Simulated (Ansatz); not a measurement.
**Question.** Name a neutral molecule of Ge, N, Si and H with HOMO–LUMO gap (PBE/def2-TZVPP) between 4.45 and 4.75 eV and HOMO energy (B3LYP/def2-TZVPP) between -7.20 and -6.90 eV (Ansatz, PBE0-D4/def2-TZVP geometry).

**Answer.** `[SiH3][SiH2][NH][GeH3]` (4.68 eV, -6.95 eV). Other molecules can fit too; these were computed, each in one conformer that needn't be the lowest.

B3LYP here is the variant with VWN-RPA as its local correlation; programs differ in this.
